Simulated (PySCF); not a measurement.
## Calculated data, BGeH9Si2

Computed with PySCF 2.14.0. Calculation on a computer-drawn molecule: optimised geometry and harmonic frequencies of an isolated molecule of the commonest isotopes, restricted reference for singlets and unrestricted otherwise, frozen core in MP2; on germanium a core potential holds 10 electrons, which the energies leave out, and 3d is frozen in MP2 and coupled-cluster steps.

### BGeH9Si2

Start structure:
```xyz
13
BGeH9Si2
B     -0.6346    -1.1431    -0.6437
Ge     0.8906    -0.2727     0.1748
Si     0.3425     1.3479     1.8514
Si     2.3696     0.7333    -1.3918
H     -1.4312    -0.4902    -1.2646
H     -0.7345    -2.3077    -0.5916
H      1.8656    -1.1534     0.9409
H     -0.4575     2.3288     1.2385
H      1.5305     2.0407     2.3883
H     -0.3765     0.7922     2.9205
H      3.4888     1.5196    -0.7711
H      2.9603    -0.2794    -2.3212
H      1.7139     1.7322    -2.1955
```

* charge: 0
* multiplicity: 1
* method: HF
* basis: cc-pV(D+d)Z
* basis and core potential on germanium: cc-pVDZ-PP ECP10MDF
* rotational constants: 3.001, 1.801, 1.299 GHz
* total energy: -901.1458 hartree
* convergence status largest gradient component: 2.422e-05 hartree/bohr

Drawn bonds:
```
atom  other atom  order
   1           2      1
   2           3      1
   2           4      1
   1           5      1
   1           6      1
   2           7      1
   3           8      1
   3           9      1
   3          10      1
   4          11      1
   4          12      1
   4          13      1
```

Optimised structure:
```xyz
13
BGeH9Si2
B     -0.6117    -1.1866    -0.6367
Ge     1.0406    -0.2813     0.2465
Si     0.3333     1.3958     1.8324
Si     2.4087     0.7859    -1.4323
H     -1.3946    -0.5179    -1.2517
H     -0.8097    -2.3651    -0.5518
H      1.9231    -1.2959     0.9966
H     -0.4483     2.4471     1.1379
H      1.5126     2.0233     2.4744
H     -0.5178     0.7949     2.8878
H      3.5930     1.4165    -0.8027
H      2.8742    -0.2016    -2.4360
H      1.6241     1.8331    -2.1296
```

Modes:
```
frequency (cm⁻¹)  reduced mass (dalton)
           79.65                   1.02
           86.71                   1.63
           91.21                   1.43
           92.17                  2.209
           121.8                  3.132
           147.6                  1.462
           335.6                  8.435
           365.1                  9.886
           474.6                  1.059
           502.9                  1.163
           533.8                  1.108
             569                  3.333
           603.1                  1.183
           649.4                  1.178
           738.2                  1.074
             812                  1.148
           939.1                  1.207
           973.9                  1.211
           989.7                  1.101
            1023                  1.037
            1026                  1.036
            1027                  1.037
            1029                  1.035
            1255                  1.137
            2172                   1.02
            2300                  1.041
            2301                  1.035
            2301                  1.045
            2303                  1.044
            2306                   1.04
            2308                  1.036
            2680                  1.051
            2769                  1.127
```
